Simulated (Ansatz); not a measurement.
Consider the homolysis of the O–Si bond: `O[Si](O)(Br)Br` → `[OH]`• + `O[Si](Br)Br`•.

Gas-phase electronic energies from Ansatz, PBE0-D4/def2-TZVP geometries. CCSD(T)/CBS is the MP2 limit (def2-TZVPP, def2-QZVPP) plus CCSD(T) − MP2 in def2-TZVPP, frozen cores. This one scheme is used for every species. No spin–orbit coupling; open shells (•) take unrestricted orbitals. For Br outer-core shells are correlated without core-valence functions, which leaves a few kJ/mol of doubt a bond. Scalar relativity is left out up to krypton. One conformer a species, not always the lowest.

```tsv
species	MP2/def2-QZVPP energy (Eh)
`O[Si](O)(Br)Br`	-5586.90020
`[OH]`•	-75.64446
`O[Si](Br)Br`•	-5511.03064
```

Task: Work out ΔE.

Result: ΔE = (-75.64446) + (-5511.03064) − (-5586.90020) = 0.22510 Eh = +6.13 eV. CCSD(T)/CBS gives +5.85 eV.

Largest T1 diagnostic among the species: 0.011.

From r2SCAN to r2SCAN0 (25 % exact exchange), in def2-TZVPP and without D4, ΔE moves by −0.05 eV: exact exchange takes away binding that semilocal exchange gives to molecules. The D4 term adds +0.11 eV with B3LYP and +0.06 eV with PBE0; it sums over pairs of atoms, weighted by their polarisabilities, and B3LYP, whose exchange is more repulsive, gets the larger term. At CCSD(T), def2-SVP lies −0.49 eV from the extrapolated value and def2-TZVPP −0.16 eV: correlation converges slowly with the basis, and small sets miss more of it in the bonded molecule than in its fragments.

B3LYP here is the variant with VWN-RPA as its local correlation; programs differ in this.
